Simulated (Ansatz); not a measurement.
The first iterations of a band of ClH + FGeH3 (7 atoms, charge 0, multiplicity 1).

The calculation used RHF/def2-SVP (Ansatz 0.2.0).

```yaml
movable_images: 7
climbing_image: yes
spring: 5.0 eV/Å²
optimiser: quadratic models (default)
start_path: through a guess of the saddle point
force_threshold: 0.05 eV/Å
iteration_limit: 60
end_points: relaxed
```

Initial state:

```xyz
7
Properties=species:S:1:pos:R:3
Ge 0.354 0.000 -0.278
F -0.069 0.000 1.415
H 1.878 0.000 -0.322
H -0.254 1.270 -0.862
H -0.254 -1.270 -0.862
Cl -3.258 0.000 1.993
H -1.986 0.000 2.108
```

Final state:

```xyz
7
Properties=species:S:1:pos:R:3
Ge -0.319 0.000 -0.639
F -0.243 0.000 3.209
H 0.841 0.000 0.343
H -0.369 1.263 -1.489
H -0.369 -1.263 -1.489
Cl -2.151 0.000 0.573
H -0.980 0.000 2.683
```

| iteration | highest image above the first end (eV) | largest band force component (eV/Å) |
| --- | --- | --- |
| 1 | 2.707 | 5.649 |
| 2 | 2.026 | 2.997 |
| 3 | 1.678 | 1.303 |

Does the band converge within its limit, and where does its top end?

It converged. It ended after 9 iterations with the highest image 1.542 eV above the first end. A vibrational analysis at the climbing image gives one clearly imaginary mode, 302i cm⁻¹: a first-order saddle point. The orbitals stay closed-shell, which can raise the energy where a bond breaks towards radicals; this wasn't checked here.

Time of the run: 110 s on 1 thread of Arm Neoverse V1, on a shared host, peak memory 0.17 GiB.
